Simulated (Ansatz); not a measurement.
Reactions of C₂H₅AlO (`C[CH]1[O][AlH]1`).

Calculated with Ansatz (gas phase, PBE0-D4/def2-TZVP geometries, no zero-point term in ΔE). CCSD(T)/CBS is the MP2 limit (def2-TZVPP, def2-QZVPP) plus CCSD(T) − MP2 in def2-TZVPP, frozen cores. This one scheme is used for every species, atoms too. DFT in def2-TZVPP. No spin–orbit coupling; open shells (•) take unrestricted orbitals. Spin–orbit coupling would lower the free atoms: a little for Al, C, O. One conformer a species, not always the lowest.

```csv
reaction,CCSD(T)/CBS(def2) (kcal/mol)
`C[CH]1[O][AlH]1` → `O/C=[CH]\[AlH2]`,3.0
`C[CH]1[O][AlH]1` → Al• + 2 C• + 5 H• + O•,777.6
`C[CH]1[O][AlH]1` + H–F → `F[CH]1[O][AlH]1` + CH₄,?
`C[CH]1[O][AlH]1` + `C=CC` → `C=C(C)[CH]1[O][AlH]1` + CH₄,-8.5
```

(1) Fill in the missing values. (An estimate is asked.)

Largest T1 diagnostic: 0.018, for Al•.

## Answers

(1) The calculation gave: `C[CH]1[O][AlH]1` + H–F → `F[CH]1[O][AlH]1` + CH₄: +4.8 kcal/mol.
